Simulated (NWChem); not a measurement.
## A calculation on F₃Sc

```xyz
4

Sc     0.0000     0.0000     0.0000
F      0.0000     0.0000     1.8325
F     -1.5870     0.0000    -0.9163
F      1.5870     0.0000    -0.9163
```
Charge 0, spin multiplicity 1.

The numbers come from NWChem runs, not from measurements. All single points use one geometry, from PBE/def2-SVP, a minimum by its harmonic frequencies.

Symmetry labels belong to the abelian group C2v used in the runs, with the axes of the coordinates shown; states degenerate in a higher group split over its labels.

The structure started from a generated list of species.

Question: List the lowest 6 singlet excitations that TD-PBE/def2-SVP gives, with oscillator strengths.

Answer: 
```
state  symmetry  energy (eV)  wavelength (nm)      f
-----  --------  -----------  ---------------  -----
1            b1         5.50              225  0.000
2            a1         5.62              221  0.006
3            b1         5.62              221  0.006
4            b2         5.90              210  0.041
5            a2         6.14              202  0.000
6            b2         6.14              202  0.000
```
